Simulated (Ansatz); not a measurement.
`[NH2][Sn]([OH])([OH])[Cl]` + H₂ → `[NH2][SnH]([OH])[Cl]` + H₂O  (hydrogenolysis of the Sn–O bond)

Calculated with Ansatz (gas phase, PBE0-D4/def2-TZVP geometries, no zero-point term in ΔE). CBS: MP2 limit from def2 TZ/QZ plus the TZ coupled-cluster correction, frozen cores. This one scheme is used for every species. Functionals use def2-TZVPP. Elements past krypton have def2 core potentials. For Sn outer-core shells are correlated without core-valence functions, which leaves a few kJ/mol of doubt a bond. One conformer a species, not always the lowest.

CCSD(T)/CBS gives +8.0 kJ/mol.

(1) Another level gave -0.2 kJ/mol. Which?
A. SCS-MP2/def2-TZVPP
B. PBE0-D4/def2-TZVPP
C. HF/def2-TZVPP
D. CAM-B3LYP-D4/def2-TZVPP

(2) What do rigid-rotor, harmonic-oscillator terms from PBE0-D4/def2-TZVP frequencies (298.15 K, 1 bar) make of the CCSD(T)/CBS value? (An estimate is asked.)

Largest T1 diagnostic among the species: 0.013.

Answers

(1) B. PBE0-D4 -0.2, HF/def2-TZVPP -9.5, CAM-B3LYP-D4 4.2, SCS-MP2/def2-TZVPP 9.8 kJ/mol.

(2) Ansatz gave: ΔZPE = +13.0 kJ/mol, ΔH = +17.8 kJ/mol, ΔS = 23 J/(mol·K), ΔG = +11.0 kJ/mol.

From BLYP to BHLYP (50 % exact exchange), in def2-TZVPP and without D4, ΔE moves by −11.4 kJ/mol. The D4 term adds +5.7 kJ/mol with B3LYP and +3.2 kJ/mol with PBE0; it sums over pairs of atoms, weighted by their polarisabilities, and B3LYP, whose exchange is more repulsive, gets the larger term. In def2-TZVPP, CCSD(T) changes the Hartree–Fock value by +15.2 kJ/mol (the triples alone add +5.4 kJ/mol) and MP2 by +21.2 kJ/mol.

CCSD(T)/CBS has its own doubt, a few kJ/mol and more with outer-core shells, so smaller differences from it don't rank the levels.

B3LYP here is the variant with VWN-RPA as its local correlation; programs differ in this.
